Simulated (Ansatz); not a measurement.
Coupled-cluster diagnostics for B(NH2Me)Me3 (C₄H₁₄BN), Ansatz.

Geometry of the singlet (PBE-D4/def2-SVP):

```xyz
20

B    -0.386   -0.288    0.198
C     1.657    1.140   -0.884
C     0.648   -1.412    0.760
C    -0.998   -0.618   -1.274
C    -1.528    0.129    1.284
N     0.501    1.136    0.035
H     0.802    1.392    0.988
H    -0.178    1.861   -0.244
H     2.161    2.126   -0.916
H     2.376    0.368   -0.554
H     1.307    0.871   -1.897
H     0.084   -2.340    0.998
H     1.160   -1.119    1.706
H     1.438   -1.718    0.037
H    -1.686   -1.488   -1.197
H    -0.240   -0.902   -2.039
H    -1.608    0.211   -1.704
H    -2.195    0.955    0.942
H    -1.116    0.430    2.276
H    -2.196   -0.736    1.484
```

Correlated methods freeze 6 core orbitals.

Question: Estimate the CCSD(T) correlation energy, the shares of MP2 and (T), T1 and the reference's ⟨S²⟩ for: charge 0, singlet, own geometry in def2-SVP; and the rough time on 4 threads of Arm Neoverse V1 on a shared host.

Answer: 
```json
{"state": "charge 0, singlet, own geometry", "basis": "def2-SVP", "correlation (eV)": "-26.920", "MP2 share (%)": "88.6", "(T) share (%)": "2.8", "T1": "0.008", "⟨S²⟩ (pure)": "0.00 (0.00)", "wall time": "43 s"}
```
Customary marks for T1 are 0.02 (closed shells), 0.045 (open shells) and about 0.05 (3d metals). T1 stays under 0.02 throughout.
